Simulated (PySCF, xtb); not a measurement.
CH₃BrMg, SMILES [CH3][Mg][Br].

GFN2-xTB (xtb) at its own geometry gives an orbital gap of 2.92 eV and a dipole moment of 6.06 D.

The structure is a stationary point at PBE0-D3(BJ)/def2-TZVP.

Task: What does B3LYP/def2-TZVPD (PySCF) give? (An estimate is asked for; the answer gives what the named calculation found.)

Result: gap 5.95 eV (levels -7.37 and -1.42 eV), dipole 2.17 D.
